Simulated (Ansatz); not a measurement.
`F[SiH](Cl)[S][GeH3]` + NH₃ → `N[SiH](F)Cl` + `[SH][GeH3]` at 298.15 K and 1 bar (ligand exchange at the Si–S bond).

Gas-phase electronic energies from Ansatz, PBE0-D4/def2-TZVP geometries. CBS: MP2 limit from def2 TZ/QZ plus the TZ coupled-cluster correction, frozen cores. This one scheme is used for every species. For Ge outer-core shells are correlated without core-valence functions, which leaves a few kJ/mol of doubt a bond. Scalar relativity is left out up to krypton. One conformer a species, not always the lowest.

```tsv
species	CCSD(T)/CBS energy (Eh)	H − E (kJ/mol)	S (J/(mol·K))
`F[SiH](Cl)[S][GeH3]`	-3325.10853	128.6	391.3
NH₃	-56.50880	100.5	192.4
`N[SiH](F)Cl`	-905.31614	121.5	316.9
`[SH][GeH3]`	-2476.30083	99.2	286.9
```

H − E and S are ideal-gas, rigid-rotor, harmonic terms from PBE0-D4/def2-TZVP, for one conformer and one mirror image of each species. 1 Eh = 2625.50 kJ/mol, R = 8.31446 J/(mol·K).

Task: By hand: ΔE, ΔH, ΔS and ΔG.

Result: ΔE = (-905.31614) + (-2476.30083) − (-3325.10853) − (-56.50880) = 0.00036 Eh = 0.9 kJ/mol. Δ(H − E) = 121.5 + 99.2 − 128.6 − 100.5 = -8.4, so ΔH = -7.5 kJ/mol. ΔS = 316.9 + 286.9 − 391.3 − 192.4 = 20.1 J/(mol·K). ΔG = -7.5 − 298.15 × (20.1)/1000 = -13.5 kJ/mol.

Task: By hand: the equilibrium constant, and the temperature at which ΔG would vanish if ΔH and ΔS stayed fixed.

Result: log₁₀ K = −ΔG/(RT ln 10) = 2.4. ΔH and −TΔS have one sign here, so there is no such temperature.

TΔS isn't small against ΔH here. A doubt of 5 kJ/mol in ΔE shifts log₁₀ K by 0.9 here. Other conformers and mirror images would add mixing entropy, several J/(mol·K) or more a flexible species. Modes under 60 cm⁻¹, often nearly free rotors, make the harmonic entropy too high. These are equilibria of isolated gas molecules and say nothing of rates. Largest T1 diagnostic: 0.011 (customary marks: 0.02 for closed shells, 0.045 for open ones).
